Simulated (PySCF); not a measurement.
PySCF input:

```python
from pyscf import gto, scf, dft

mol = gto.M(
    atom='''
    I    -0.00000000   -0.00000000   -1.97439756
    B     0.00000000    0.00000000    0.00000000
    I     0.00000000    0.00000000    1.97439756
    ''',
    basis='def2-tzvpd',
    ecp='def2-tzvp',
    charge=1,
    spin=0,
    verbose=4,
)

mf = dft.RKS(mol, xc='tpssh').density_fit(auxbasis='def2-universal-jkfit')
mf.grids.level = 3
mf.conv_tol = 1e-9
mf.max_cycle = 100
mf.max_memory = 1500
mf.kernel()
if not mf.converged:
    mf = mf.newton()
    mf.kernel(mf.make_rdm1())
mf.analyze()
```

Problem. Predict the final energy.

Solution. -619.82528 Eh (TPSSh/def2-TZVPD).
